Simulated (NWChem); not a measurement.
CH₅Al; SMILES [AlH2][CH3]

```xyz
7

Al     0.0104     0.7169    -0.0085
H     -1.3696     1.5146     0.0093
H      1.3725     1.5444     0.0094
C      0.0112    -1.2392    -0.0188
H     -0.2382    -1.6190     0.9889
H      0.9846    -1.6727    -0.2963
H     -0.7567    -1.6472    -0.6970
```
Atoms are numbered in this order, from 1.

Computed with NWChem. Structure relaxed at the PBE0/def2-SVP level. Vzz is the largest principal value of the second derivative of the potential at the nucleus (NWChem prints the opposite sign); η is the asymmetry. Non-relativistic.

**Question.** Estimate the computed values for PBE0/def2-SVP. Quantities: Vzz Al1 (a.u.); η Al1.

**Answer.** The vzz Al1 (a.u.) is 1.269. The η Al1 is 0.03.
